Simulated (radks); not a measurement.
The caesium anion Cs-, [Xe] 6s2, held by a Watson sphere: a shell of charge +1 at radius R that stands for the Madelung well of a crystal (potential energy -1/R inside, -1/r outside, in hartree with lengths in bohr). Calculated with a radial shooting solver on a logarithmic mesh with Libxc functionals: scalar-relativistic Kohn-Sham, LDA (Slater exchange, Perdew-Wang correlation), spin-polarised, spherical densities, finite nucleus; Fermi nuclear charge, rms radius of each element as measured or else 0.836 A^(1/3) + 0.57 fm. Response by self-consistent Sternheimer equations with the Hartree and adiabatic LDA kernel, the relativistic mass of each level held fixed and spin-orbit coupling left out. The sphere does not respond.

| R (bohr) | e(5s) (eV) | e(5p) (eV) | e(6s) (eV) | <r> 6s (bohr) | sum of <r^2> (bohr^2) | X-ray form factor at sin(theta)/lambda = 0.3 1/angstrom | alpha (bohr^3) |
|---|---|---|---|---|---|---|---|
| 3.57 | -28.060 | -14.855 | -3.215 | 4.967 | 107.6 | 37.950 | 275.0 |
| 3.7 | -27.894 | -14.689 | -3.196 | 4.996 | 108.3 | 37.950 | 280.6 |
| 4.47 | -27.156 | -13.936 | -3.050 | 5.208 | 113.2 | 37.946 | 326.9 |
| 4.57 | -27.084 | -13.862 | -3.027 | 5.239 | 113.9 | 37.946 | 334.3 |
| 4.87 | -26.894 | -13.664 | -2.957 | 5.332 | 116.0 | 37.943 | 358.3 |
| 4.92 | -26.865 | -13.635 | -2.944 | 5.347 | 116.4 | 37.943 | 362.6 |
| 5.19 | -26.725 | -13.489 | -2.878 | 5.432 | 118.4 | 37.941 | 386.4 |
| 5.87 | -26.451 | -13.203 | -2.706 | 5.644 | 123.7 | 37.938 | 453.4 |

Estimate the row for R = 3.88 bohr.

Answer. e(5s) (eV) -27.687; e(5p) (eV) -14.480; e(6s) (eV) -3.168; <r> 6s (bohr) 5.041; sum of <r^2> (bohr^2) 109.3; X-ray form factor at sin(theta)/lambda = 0.3 1/angstrom 37.950; alpha (bohr^3) 289.5.
